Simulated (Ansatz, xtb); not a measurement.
**CH2Cl2Si: 3 structures ranked**

3 gas-phase structures of CH2Cl2Si, found in a search over its isomers (lower ones may exist). Each was relaxed with GFN2-xTB; where two conformers were screened, the lower at r2SCAN-D4/def2-SVP is listed:

A. `Cl/C=[SiH]/Cl`, a singlet
B. `C=[Si](Cl)Cl`, a singlet
C. `ClC[Si]Cl`, a singlet

Which do you expect lowest at r2SCAN-D4/def2-SVP, and how would the others follow?

Calculated order at r2SCAN-D4/def2-SVP: B (0.0), C (26.3), A (37.0) kcal/mol.

Energies above the lowest of each column, in kcal/mol; the last columns are at B3LYP/6-31G* geometries and were run for some of them only (a dash: not run or not comparable):

```
structure  GFN2-xTB  HF/STO-3G  r2SCAN-D4/def2-SVP  B3LYP/6-31G*  CCSD(T)/def2-TZVP
        B       0.0       21.1                 0.0           0.0                0.0
        C      21.0        0.0                26.3          18.6               25.9
        A      26.7       51.3                37.0             –                  –
```

CCSD(T)/def2-TZVP puts B lowest of those it was run on; HF/STO-3G picks C. Flexible structures stand in one conformer each, not always the lowest. Frequencies (B3LYP/6-31G*) were run for B, C alone.

Programs: Ansatz 0.2.0, xtb 6.7.1 (Pople sets with spherical d functions).
